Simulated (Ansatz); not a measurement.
The same ligand exchange along the group B, Al, Ga.

Computed with Ansatz on PBE0-D4/def2-TZVP structures; ΔE is electronic, products minus reactants. CBS: MP2 limit from def2 TZ/QZ plus the TZ coupled-cluster correction, frozen cores. This one scheme is used for every species. DFT in def2-TZVPP. For Ga outer-core shells are correlated without core-valence functions, which leaves a few kJ/mol of doubt a bond. Scalar relativity is left out up to krypton. One conformer a species, not always the lowest.

```csv
reaction,RPA@PBE/def2-TZVPP (kcal/mol),CCSD(T)/CBS(def2) (kcal/mol)
`FB(S)Cl` + HCl → `SB(Cl)Cl` + H–F,13.1,11.3
`[F][Al]([SH])[Cl]` + HCl → `[SH][Al]([Cl])[Cl]` + H–F,6.2,4.4
`[F][Ga]([SH])[Cl]` + HCl → `[SH][Ga]([Cl])[Cl]` + H–F,-6.6,-9.0
```

Largest T1 diagnostic: 0.013, for `[F][Ga]([SH])[Cl]`.
